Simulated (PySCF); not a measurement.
Frontier levels across methods

Species: CH₄BNP₂.
Structure used (PBE0-D3(BJ)/def2-SVP), in Å, numbered top down from 1:
```
atom  x, y, z in Å
N1     0.3983    2.8466    0.2463
C2     0.2187    1.7178    0.0371
B3    -0.0039    0.2170   -0.1935
P4     1.4003   -0.7604   -0.9961
P5    -1.7719   -0.4347   -0.0581
H6     1.2760   -2.0135   -0.3377
H7     2.5101   -0.2442   -0.2766
H8    -1.5510   -1.7201    0.5054
H9    -2.2023    0.2462    1.1116
```

Basis pcSseg-2 throughout (PySCF), one geometry. Geometry: PBE0-D3(BJ)/def2-SVP, one conformer, isolated molecule.

Question: How do the orbital energies, the gap and the dipole change with the method?

Answer: 
```json
{"method": "BLYP", "kind": "GGA", "HOMO (eV)": "-6.46", "LUMO (eV)": "-3.57", "gap (eV)": "2.89", "μ (D)": "3.73", "SCF cycles": "14"}
{"method": "B97-D", "kind": "GGA", "HOMO (eV)": "-6.57", "LUMO (eV)": "-3.60", "gap (eV)": "2.97", "μ (D)": "3.71", "SCF cycles": "15"}
{"method": "PBE", "kind": "GGA", "HOMO (eV)": "-6.62", "LUMO (eV)": "-3.74", "gap (eV)": "2.88", "μ (D)": "3.77", "SCF cycles": "15"}
{"method": "OPBE", "kind": "GGA", "HOMO (eV)": "-6.63", "LUMO (eV)": "-3.68", "gap (eV)": "2.95", "μ (D)": "3.75", "SCF cycles": "15"}
{"method": "KT2", "kind": "GGA", "HOMO (eV)": "-6.65", "LUMO (eV)": "-3.71", "gap (eV)": "2.93", "μ (D)": "3.72", "SCF cycles": "15"}
{"method": "KT3", "kind": "GGA", "HOMO (eV)": "-6.66", "LUMO (eV)": "-3.69", "gap (eV)": "2.97", "μ (D)": "3.68", "SCF cycles": "15"}
{"method": "BP86", "kind": "GGA", "HOMO (eV)": "-6.71", "LUMO (eV)": "-3.82", "gap (eV)": "2.89", "μ (D)": "3.76", "SCF cycles": "15"}
{"method": "LDA", "kind": "LDA", "HOMO (eV)": "-6.73", "LUMO (eV)": "-3.92", "gap (eV)": "2.81", "μ (D)": "3.93", "SCF cycles": "14"}
{"method": "B97-2", "kind": "global hybrid", "HOMO (eV)": "-7.43", "LUMO (eV)": "-2.96", "gap (eV)": "4.47", "μ (D)": "3.74", "SCF cycles": "14"}
{"method": "B3LYP", "kind": "global hybrid", "HOMO (eV)": "-7.45", "LUMO (eV)": "-3.11", "gap (eV)": "4.34", "μ (D)": "3.74", "SCF cycles": "14"}
{"method": "PBE0", "kind": "global hybrid", "HOMO (eV)": "-7.66", "LUMO (eV)": "-2.97", "gap (eV)": "4.70", "μ (D)": "3.77", "SCF cycles": "14"}
{"method": "mPW1PW91", "kind": "global hybrid", "HOMO (eV)": "-7.69", "LUMO (eV)": "-2.97", "gap (eV)": "4.71", "μ (D)": "3.76", "SCF cycles": "14"}
{"method": "BHandHLYP", "kind": "global hybrid", "HOMO (eV)": "-8.59", "LUMO (eV)": "-1.99", "gap (eV)": "6.60", "μ (D)": "3.75", "SCF cycles": "13"}
{"method": "CAM-B3LYP", "kind": "range-separated hybrid", "HOMO (eV)": "-8.89", "LUMO (eV)": "-1.89", "gap (eV)": "7.00", "μ (D)": "3.75", "SCF cycles": "12"}
{"method": "wB97X-D", "kind": "range-separated hybrid", "HOMO (eV)": "-9.45", "LUMO (eV)": "-1.24", "gap (eV)": "8.21", "μ (D)": "3.72", "SCF cycles": "14"}
{"method": "HF", "kind": "Hartree–Fock", "HOMO (eV)": "-10.07", "LUMO (eV)": "0.45", "gap (eV)": "10.51", "μ (D)": "3.73", "SCF cycles": "12"}
{"method": "LC-wPBE", "kind": "range-separated hybrid", "HOMO (eV)": "-10.21", "LUMO (eV)": "-0.91", "gap (eV)": "9.30", "μ (D)": "3.75", "SCF cycles": "15"}
```

The HOMO spans 3.76 eV, from BLYP down to LC-wPBE, and the gap runs from 2.81 eV (LDA) to 10.51 eV (HF). Over the methods BLYP (0 %), B97-D (0 %), PBE (0 %), OPBE (0 %), KT2 (0 %), KT3 (0 %), BP86 (0 %), LDA (0 %), B97-2 (21 %), B3LYP (20 %), PBE0 (25 %), mPW1PW91 (25 %), BHandHLYP (50 %), HF (100 %), a straight line through the gap against the share of exact exchange rises by 0.75 eV for each 10 % (correlation coefficient 1.000). The dipole ranges from 3.68 D (KT3) to 3.93 D (LDA). This basis has no diffuse functions.
